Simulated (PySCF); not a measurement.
## Assignment exercise: C5H14AlN

Atom-mapped SMILES (the numbers label the heavy atoms): `[CH3:1][N@@H+:2]([AlH3-:3])[CH:4]1[CH2:5][CH2:6][CH2:7]1` (H(Xn): hydrogen on atom n). Ha(C5), Ha(C6), Ha(C7) are cis to N2 on the ring; Hb(C5), Hb(C6), Hb(C7) are trans to N2 on the ring.

Level of theory: coordinates at the PBE0-D3(BJ)/def2-SVP level, shieldings: GIAO PBE/pcSseg-1, in PySCF 2.14 (a single conformation, averaged over atoms made equivalent by symmetry, fast rotation or ring inversion, relativity neglected, no solvent model).

δ = σ(ref) − σ, references computed at the same level: 13C (σ = 180.03 ppm), 1H (σ = 31.20 ppm) vs TMS.

(1) Assign these signals to the numbered atoms. 13C{1H} NMR (computed): δ 58.2, 35.0, 34.7, 32.7, 16.0.

(2) Assign these signals to the numbered atoms. 1H NMR (400 MHz, computed): δ 3.98 (br, 3H), 3.03 (m, 1H), 2.55 (m, 1H), 2.40 (s, 3H), 2.30 (m, 1H), 1.76 (m, 1H), 1.67 (m, 1H), 1.63 (m, 1H), 1.45 (m, 1H), 1.04 (br s, 1H).

Results:

(1) 
58.2 → C4, sp3 CH bonded to N: the inductive effect lowers its shielding
35.0 → C5, sp3 CH2 in a ring: a saturated carbon with 2 carbon neighbours and no heteroatom attached
34.7 → C1, methyl carbon bonded to N: deshielded by the electronegative neighbour
32.7 → C7, sp3 CH2 in a ring: saturated and bonded to C and H only
16.0 → C6, sp3 CH2 in a ring

C5 and C1 lie closer than the usual error of such a calculation, so a measured spectrum could show them in the other order.

(2) 
3.98 → H(Al3), hydrogen on an aluminium bonded to N
3.03 → H(C4), hydrogen on an sp3 CH bonded to N: its carbon carries N, an electronegative neighbour
2.55 → Hb(C5), hydrogen on an sp3 CH2 in a ring
2.40 → H(C1), hydrogen on a methyl carbon bonded to N: its carbon carries N, hence the downfield position
2.30 → Hb(C7), hydrogen on an sp3 CH2 in a ring
1.76 → Ha(C5), hydrogen on an sp3 CH2 in a ring
1.67 → Ha(C6), hydrogen on an sp3 CH2 in a ring: far from electronegative atoms and π systems
1.63 → Hb(C6), hydrogen on an sp3 CH2 in a ring
1.45 → Ha(C7), hydrogen on an sp3 CH2 in a ring
1.04 → H(N2), hydrogen on a donor nitrogen of a Lewis adduct: exchangeable; this is the value without hydrogen bonding to other molecules

H(C1) and Hb(C7); Ha(C5) and Ha(C6); Ha(C6) and Hb(C6) lie closer than the usual error of such a calculation, so a measured spectrum could show them in the other order.

The OH or NH signal is concentration- and solvent-dependent in practice; the value given is the gas-phase one. Hydrides on Al or Ga are broadened by the quadrupolar metal nucleus. Shifts are as computed. Against solution values, carbons near 30 ppm lie about +2 ppm off and those near 130 ppm about +2 ppm. Of 1211 compounds with measured shifts, 218 miss one by over three times the rms of a fit or turn the order of signals round; such compounds aren't used in these exercises. No couplings were computed; multiplicities are counted from neighbouring protons, with m where these are inequivalent, close in shift, in a saturated or five-membered ring or joined by F or P, and br s for small geminal =CH2 splittings.
